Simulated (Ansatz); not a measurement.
```yaml
crystal:
  periodic: [false, false, false]
  atoms:
    - {symbol: O, position_ang: [-1.477537, 1.273118, 0.265960]}
    - {symbol: In, position_ang: [-0.521718, -0.371606, 0.044767]}
    - {symbol: O, position_ang: [0.131575, -0.789665, -1.711384]}
    - {symbol: O, position_ang: [-0.745071, -1.763246, 1.330743]}
    - {symbol: Se, position_ang: [1.918464, 0.765500, 0.722977]}
    - {symbol: H, position_ang: [-2.093735, 1.227460, 0.949761]}
    - {symbol: H, position_ang: [-0.301467, -0.300178, -2.361409]}
    - {symbol: H, position_ang: [-0.525366, -2.587197, 0.980838]}
    - {symbol: H, position_ang: [1.330141, 2.006236, 0.398921]}
    - {symbol: H, position_ang: [2.284726, 0.539578, -0.621174]}
basis:
  gaussian: {orbitals: def2-SVP, final_grid: {core_spheres: 1, valence_spheres: 1, degree: 5}}
hamiltonian: {xc: {name: PBE}}
output: {forces: true}
```

```sh
$ ansatz run in.yaml --threads 4 --pin off --events-out ev --progress --plain --max-ram 11315MiB
```

Shortened log:

```
Functional definition: PBE
1381 factors; their error is unknown
mean field evaluation 1: about -76697.0947 eV, gradient 1.1e2 eV
mean field evaluation 2: about -76452.5362 eV, gradient 2.7e2 eV
mean field evaluation 4: about -76715.6197 eV, gradient 2.5e1 eV
mean field evaluation 8: about -76717.0113 eV, gradient 3.2e-1 eV
mean field evaluation 16: about -76709.8057 eV, gradient 7.7e-1 eV
mean field -76709.80784072 eV, -2819.0334423713 hartree, gradient 3.7e-5 eV, S^2 0.000000; 0 other end points of the search recorded, 0 dependent functions left out
reference -76709.80799060 eV, -2819.0334478792 hartree; 42, 42 occupied and 83, 83 virtual orbitals, 1381 factors
Total energy: -76709.80799060 eV, -2819.0334478792 hartree
Atom 0 at    -1.477537     1.273118     0.265960 Å, force     2.404866    -7.663345     6.544346 eV/Å
Atom 1 at    -0.521718    -0.371606     0.044767 Å, force    -8.123200    -2.099425     7.931017 eV/Å
Atom 2 at     0.131575    -0.789665    -1.711384 Å, force     0.099156     4.141510   -14.035592 eV/Å
Atom 3 at    -0.745071    -1.763246     1.330743 Å, force     2.799667     4.018599    -3.277556 eV/Å
Atom 4 at     1.918464     0.765500     0.722977 Å, force    -2.395749    -3.159626     3.574026 eV/Å
Atom 5 at    -2.093735     1.227460     0.949761 Å, force     2.070631     0.916423    -4.352566 eV/Å
Atom 6 at    -0.301467    -0.300178    -2.361409 Å, force     3.175886    -3.635699     3.201330 eV/Å
Atom 7 at    -0.525366    -2.587197     0.980838 Å, force    -0.245322     6.296581     2.585527 eV/Å
Atom 8 at     1.330141     2.006236     0.398921 Å, force    -0.357473     1.506653    -0.370161 eV/Å
Atom 9 at     2.284726     0.539578    -0.621174 Å, force     0.571538    -0.321668    -1.800370 eV/Å
Dipole moment:     0.236940     0.196426     0.161589 e Å
```

(1) What is wrong with this run?

## Answers

(1) The integration grid is far too coarse. The run converged. The result belongs to that input, not to the molecule as meant.
